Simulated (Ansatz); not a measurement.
B₆P₅H₁₈, a cluster cut from wurtzite BP (hydrogen-capped). Total charge 0; doublet. Geometry PBE-D4/def2-SVP; atoms count from 1.

```
atom    x (Å)    y (Å)    z (Å)
  B1   0.8566   0.2575  -2.2067
  P2  -0.8294  -0.4688  -1.5677
  P3   1.2830  -2.0920   0.1948
  B4  -0.6185  -1.8764  -0.1860
  B5  -2.0402   0.9750  -1.0064
  P6  -1.5601  -1.2759   1.4238
  P7   1.8473   0.8938  -0.5910
  B8   2.3815  -0.5401   0.6159
  B9   0.6484   2.3393   0.0715
 P10  -1.0995   1.7082   0.5878
 B11  -1.1955   0.4993   2.1362
 H12   1.7160  -0.6006  -2.4790
 H13   0.6981   1.1295  -3.0398
 H14  -1.4267  -1.1087  -2.6984
 H15   1.8281  -2.8044  -0.9157
 H16   1.4485  -3.0769   1.2164
 H17  -1.0766  -2.9470  -0.5548
 H18  -2.0795   1.8170  -1.8912
 H19  -3.1262   0.5332  -0.6478
 H20  -2.9446  -1.4708   1.1430
 H21  -1.3809  -2.2686   2.4367
 H22   3.0190   1.5655  -1.0521
 H23   3.5571  -0.8229   0.4367
 H24   2.1189  -0.2213   1.7671
 H25   0.6381   3.2688  -0.7123
 H26   1.4221   2.4412   1.0519
 H27  -1.8310   2.8962   0.8972
 H28  -0.1205   0.4344   2.7144
 H29  -2.1337   0.8157   2.8555
```

(1) Estimate the Mulliken populations from the PBE0/def2-SVP orbitals of Ansatz.

(2) Where does the spin sit?

(3) And the Mayer bond orders between bonded heavy atoms (over 0.3)?

Results:

(1) 
| atom | charge (e) | spin (α − β) |
| --- | --- | --- |
| B1 | -0.21 | 0.16 |
| P2 | 0.01 | -0.01 |
| P3 | 0.15 | 0.00 |
| B4 | -0.25 | 0.00 |
| B5 | -0.22 | 0.05 |
| P6 | 0.15 | 0.00 |
| P7 | 0.07 | 0.30 |
| B8 | -0.21 | -0.02 |
| B9 | -0.17 | 0.20 |
| P10 | 0.02 | 0.00 |
| B11 | -0.19 | 0.00 |
| H12 | 0.05 | 0.11 |
| H13 | 0.05 | -0.01 |
| H14 | 0.06 | 0.02 |
| H15 | 0.05 | 0.00 |
| H16 | 0.05 | 0.00 |
| H17 | 0.05 | 0.00 |
| H18 | 0.03 | 0.00 |
| H19 | 0.03 | 0.00 |
| H20 | 0.06 | 0.00 |
| H21 | 0.04 | 0.00 |
| H22 | 0.07 | -0.01 |
| H23 | 0.03 | 0.00 |
| H24 | 0.05 | 0.02 |
| H25 | 0.04 | -0.01 |
| H26 | 0.07 | 0.17 |
| H27 | 0.06 | 0.02 |
| H28 | 0.03 | 0.00 |
| H29 | 0.02 | 0.00 |
Mulliken values and Mayer orders depend strongly on the basis.

(2) Summed by element: B 0.40, P 0.29, H 0.30, of 1 unpaired in all. Largest on single atoms: P7 0.30, B9 0.20, H26 0.17.

(3) B1–P2 0.93 (1.94 Å); B1–P7 0.75 (2.00 Å); P2–B4 0.86 (1.98 Å); P2–B5 0.84 (1.97 Å); P3–B4 0.94 (1.95 Å); P3–B8 0.87 (1.95 Å); B4–P6 0.95 (1.96 Å); B5–P10 0.81 (1.99 Å); P6–B11 0.85 (1.95 Å); P7–B8 0.84 (1.95 Å); P7–B9 0.78 (1.99 Å); B9–P10 0.98 (1.93 Å); P10–B11 0.84 (1.97 Å).
